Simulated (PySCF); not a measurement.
C7H7FSi (charge +1 and doublet state).
Geometry (GFN2-xTB, Å), atoms numbered from 1 in this order:
```
atom  x, y, z in Å
C1     4.4694   -0.5819   -0.4731
C2     3.6966    0.5246   -0.4373
C3     2.3161    0.4760   -0.4392
C4     1.0854    0.4610   -0.4437
C5    -0.2408    0.4383   -0.4514
C6    -1.4700    0.4272   -0.5150
C7    -2.8588    0.3904   -0.5235
Si8   -3.5212    0.3346    1.3651
F9    -2.6859   -0.8762    1.9812
H10    5.5440   -0.5064   -0.4758
H11    4.0413   -1.5714   -0.5008
H12    4.1401    1.5140   -0.4084
H13   -3.2358   -0.5193   -0.9921
H14   -3.2967    1.2787   -0.9759
H15   -3.0813    1.5446    2.0280
H16   -4.9099   -0.0575    1.2506
```

The hyperfine couplings belong to this conformer and change with its torsions.

Identity: `[CH2+][CH]C#CC#CC[SiH2]F` [radical] (charge +1).

Method: PySCF 2.14.0, UKS B3LYP, pcH-1 on C F H Si, non-relativistic, mean-field spin-orbit, GIAO. The structure is a single GFN2-xTB conformer in the gas phase; no vibrational or solvent corrections. Couplings are sensitive to structure, and on GFN2-xTB geometries they can be far from those on DFT ones, by a factor of two or more for some ions and for spin on atoms past the first row. Stability of the SCF solution: not tested.

Mulliken spin populations: C1 +0.363, C2 -0.057, C3 +0.215, C4 +0.074, C5 +0.095, C6 +0.212, C7 +0.051, Si8 +0.043, F9 +0.003, H10 -0.016, H11 -0.015, H12 +0.002, H13 +0.006, H14 +0.009, H15 +0.004, H16 +0.011.

(1) Give the computed dipolar 1H tensors of H12, H13, H14, H15, H16.

(2) Estimate them with point dipoles: put each population ρk at its nucleus, leave out the nucleus itself and the atom bound to it, and sum T = Σ [ρk/(2S)]·C·(3 n nᵀ − 1)/r³ with C = μ0 gₑ μB g_N μN/(4π h) = 79.06 MHz Å³.

## Answers

(1) 
```json
{"atom": "H12", "position": "2 bonds from C1", "distance from C1 (Å)": "2.12", "T1 (MHz)": "-2.85", "T2": "-0.52", "T3": "3.37"}
{"atom": "H13", "position": "7 bonds from C1", "distance from C1 (Å)": "7.72", "T1 (MHz)": "-2.68", "T2": "-2.20", "T3": "4.88"}
{"atom": "H14", "position": "7 bonds from C1", "distance from C1 (Å)": "8.00", "T1 (MHz)": "-2.88", "T2": "-2.32", "T3": "5.20"}
{"atom": "H15", "position": "8 bonds from C1", "distance from C1 (Å)": "8.23", "T1 (MHz)": "-1.49", "T2": "-0.39", "T3": "1.88"}
{"atom": "H16", "position": "8 bonds from C1", "distance from C1 (Å)": "9.55", "T1 (MHz)": "-1.38", "T2": "-0.38", "T3": "1.77"}
```

(2) 
```json
{"atom": "H12", "T1 (MHz)": "-5.08", "T2": "-0.15", "T3": "5.23", "T3, computed": "3.37", "difference in T3 (%)": "+55"}
{"atom": "H13", "T1 (MHz)": "-2.43", "T2": "-1.92", "T3": "4.35", "T3, computed": "4.88", "difference in T3 (%)": "-11"}
{"atom": "H14", "T1 (MHz)": "-2.44", "T2": "-1.90", "T3": "4.34", "T3, computed": "5.20", "difference in T3 (%)": "-17"}
{"atom": "H15", "T1 (MHz)": "-1.00", "T2": "-0.65", "T3": "1.65", "T3, computed": "1.88", "difference in T3 (%)": "-12"}
{"atom": "H16", "T1 (MHz)": "-0.67", "T2": "-0.59", "T3": "1.26", "T3, computed": "1.77", "difference in T3 (%)": "-29"}
```

In T3 the estimate is closest for H13 (-11 %, 7.72 Å from C1) and worst for H12 (+55 %, 2.12 Å).

The SMILES draws the unpaired electron on C2; the largest computed Mulliken spin population is on C1 (0.36 against -0.06).
